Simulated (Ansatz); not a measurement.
`FCI` → `FI` + `[CH2]` (triplet) at 500 K and 1 bar (formal loss of a carbene).

Program: Ansatz. Geometries: PBE0-D4/def2-TZVP. ΔE: electronic, gas phase. CCSD(T)/CBS adds triple-zeta CCSD(T) − MP2 to the extrapolated MP2 energy (def2 sets, frozen cores). This one scheme is used for every species. Triplets are unrestricted, without spin–orbit coupling. Elements past krypton have def2 core potentials. For I outer-core shells are correlated without core-valence functions, which leaves a few kJ/mol of doubt a bond.

```
          species  CCSD(T)/CBS energy (Eh)  H − E (kJ/mol)  S (J/(mol·K))
            `FCI`               -436.46970           102.3          313.9
             `FI`               -397.18768            19.8          253.6
`[CH2]` (triplet)                -39.09499            62.7          213.9
```

H − E and S are ideal-gas, rigid-rotor, harmonic terms from PBE0-D4/def2-TZVP, with the whole ground term of open shells counted as degenerate. 1 Eh = 2625.50 kJ/mol, R = 8.31446 J/(mol·K).

**Question.** By hand: ΔE, ΔH, ΔS and ΔG.

**Answer.** ΔE = (-397.18768) + (-39.09499) − (-436.46970) = 0.18703 Eh = 491.0 kJ/mol. Δ(H − E) = 19.8 + 62.7 − 102.3 = -19.8, so ΔH = 471.2 kJ/mol. ΔS = 253.6 + 213.9 − 313.9 = 153.6 J/(mol·K). ΔG = 471.2 − 500 × (153.6)/1000 = 394.4 kJ/mol.

**Question.** By hand: the equilibrium constant, and the temperature at which ΔG would vanish if ΔH and ΔS stayed fixed.

**Answer.** log₁₀ K = −ΔG/(RT ln 10) = -41.2. ΔG = 0 at ΔH/ΔS = 3068 K, far beyond where these terms or the molecules hold.

The number of gas molecules changes by +1, which sets the sign of ΔS. A doubt of 5 kJ/mol in ΔE shifts log₁₀ K by 0.5 here. A triplet takes part, so the spin changes. These are equilibria of isolated gas molecules and say nothing of rates. Largest T1 diagnostic: 0.012 (customary marks: 0.02 for closed shells, 0.045 for open ones).
